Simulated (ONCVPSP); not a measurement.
Transferability test, ONCV potential for iridium

ONCVPSP 4.0.1 input, shortened (lines: element, Z, core and valence counts, functional; n l f; lmax; l rc ep ncon nbas qcut; lloc lpopt rc5 dvloc0; l nproj debl; icmod fcfact rcfact), PBE, fully relativistic:

```
  Ir 77.00   11    2        4      upf
    1    0    2.00
    2    0    2.00
    2    1    6.00
    3    0    2.00
    3    1    6.00
    3    2   10.00
    4    0    2.00
    4    1    6.00
    4    2   10.00
    4    3   14.00
    5    0    2.00
    5    1    6.00
    5    2    7.00
    3
    0    2.50    0.20    4    9    2.50
    1    1.85    0.00    4    8    5.80
    2    2.25    0.00    3    7    6.80
    3    2.45    0.04    4    8    5.10
    4    5    1.35    0.00
    0    1    1.80
    1    1    2.00
    2    1    1.40
    3    1    0.80
    0    0.00    0.00
```

Open shells are filled in proportion to 2j + 1.

In the s channel the program set the typed energies aside and used 0.050 Ha.

Energies are relative to the spin-unpolarised reference configuration 5p6 5d7; without spin polarisation the order of configurations can differ from experiment.

```csv
valence configuration,charge,ΔE all-electron (eV),error AE − PS (meV)
5p6 5d7 6s2,0,-27.364,+961
5p6 5d6,+3,30.536,+5.9
5p5 5d7 6s2,+1,34.455,+767
```

**Question.** What are ΔE and the potential's error for 5p6 5d7 6s1?

**Answer.** ΔE = -17.475 eV all-electron; the error (AE − PS) is +522 meV.

Levels in the configuration 5p6 5d7 6s1:

```csv
level,all-electron (eV),pseudo (eV)
5p j=3/2,-59.315,-59.337
5p j=1/2,-72.882,-72.916
5d j=5/2,-14.827,-14.802
5d j=3/2,-16.093,-16.068
6s j=1/2,-13.569,-14.059
```

Note: ghosts flagged at negative energy: s at -146.7 eV; no localised positive-energy state flagged. A true bound ghost makes a file unfit for plane-wave use.
